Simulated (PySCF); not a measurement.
**Sulfur: a sound run and one with changed settings**

Sound run: S⁺ [Ne] 3s2 3p3, S²⁺ [Ne] 3s2 3p2. All numbers are calculated (PySCF 2.14, no relativity, point nucleus, in aug-cc-pV(D+d)Z). In the sound run the correlated levels freeze [Ne]. The sound run starts from symmetry-adapted Hartree-Fock orbitals and uses a fine grid where one is needed.

Changed run: all electrons correlated in a basis built for the valence shell.

| species | method | sound run (hartree) | changed run (hartree) | converged |
| --- | --- | --- | --- | --- |
| S⁺ | MP2 | -397.23163 | -397.28580 | yes |
| S⁺ | CCSD(T) | -397.25328 | -397.30560 | yes |
| S²⁺ | MP2 | -396.37947 | -396.43343 | yes |
| S²⁺ | CCSD(T) | -396.40370 | -396.45618 | yes |

Ionisation energy of S⁺:

```csv
method,sound run (eV),changed run (eV)
UHF,22.722,22.722
MP2,23.189,23.194
SCS-MP2,23.025,23.027
CCSD,23.109,23.105
CCSD(T),23.118,23.114
```

A valence basis has no tight correlating functions, so it recovers only part of the core correlation, and not evenly between atom and ion.

For comparison, NIST gives 23.338 eV between the lowest levels.
